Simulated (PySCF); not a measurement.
Be(Br)(OH), HBeBrO, SMILES [Be]([OH])[Br] (PBE0/def2-SVP optimised geometry):

```
4

Be     0.185    -0.001     0.000
Br     2.147    -0.001     0.000
O     -1.199    -0.001     0.004
H     -2.147     0.001     0.008
```

Method: PBE0/def2-TZVP (PySCF 2.14.0).

**Question.** What are the frontier orbital energies and the dipole moment?

**Answer.** HOMO-2 -9.90 eV, HOMO-1 -8.50 eV, HOMO -8.50 eV, LUMO -0.39 eV, LUMO+1 0.96 eV; dipole moment 2.39 D.

On the same geometry PBE/def2-TZVP in PySCF gives HOMO-2 -8.21 eV, HOMO-1 -7.18 eV, HOMO -7.18 eV, LUMO -1.05 eV, LUMO+1 0.14 eV; dipole moment 2.37 D.

Meta-Löwdin charges at PBE0/def2-TZVP: Be1 1.39, Br2 -0.64, O3 -1.13, H4 0.38.
